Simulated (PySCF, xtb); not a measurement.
Mg2O, SMILES [Mg][O][Mg] (connectivity only; charge and spin as stated), neutral, multiplicity 1.

Harmonic wavenumbers (cm⁻¹) from GFN2-xTB (xtb 6.7.1) at its own minimum, in rising order: 120, 120, 448, 835.

Question: What does PBE-D3(BJ)/def2-TZVP (PySCF) give at its own minimum? (An estimate is asked for; the answer gives what the named calculation found.)

Answer: 77, 77, 445, 824. Paired by order, the mean absolute difference is 25 cm⁻¹ and the zero-point energies are 2.2 and 2.0 kcal/mol.
